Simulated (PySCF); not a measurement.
Computed IR spectrum (relative IR intensity) of a molecule C₃H₆OSi. Geometry: PBE-D3(BJ)/def2-SVP. One conformer was computed; it need not be the lowest. Computed with PBE-D3(BJ)/def2-SVP (PySCF). Frequencies are harmonic and unscaled.

Lines under 2 % of the strongest are left out, and lines within 2 cm⁻¹ are merged.

ν (cm⁻¹): 305 (w), 384 (vw), 390 (vw), 534 (w), 581 (m), 700 (vw), 854 (vs), 900 (m), 908 (w), 962 (w), 992 (w), 1016 (m), 1033 (w), 1352 (m), 1611 (m), 1693 (m), 2148 (m), 2178 (m), 2185 (m), 3072 (vw), 3103 (vw) (against the strongest line: vs over 80 %, s over 45 %, m over 15 %, w over 4 %, vw less)

**Question.** Identify the compound among the candidates.
A) C=CC(=O)[SiH3]
B) C#C[SiH2]OC
C) C#C[Si@@H](C)O
D) C#CC[SiH2]O

**Answer.** A, C=CC(=O)[SiH3]
